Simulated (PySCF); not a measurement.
# How methods differ on the ionisation energy of Ta

Ta [Xe] 4f14 5d3 6s2 (4F) → Ta⁺ [Xe] 4f14 5d3 6s1 (5F), as a difference of total energies. All numbers are calculated (PySCF 2.14, scalar relativity through the core potential, in aug-cc-pV5Z-PP with ECP60MDF). The calculations carry no spin-orbit coupling.

| method | ionisation energy (eV) |
| --- | --- |
| UHF | 5.735 |
| r2SCANh | 6.835 |
| MN15 | 7.672 |

**Question.** Which method comes closest to the reference value, and which is furthest?

**Answer.** The reference is 7.573 eV (measured; NIST levels, between the centres of gravity of the two terms). Closest: MN15 (error 0.099 eV); furthest: UHF (error -1.838 eV).
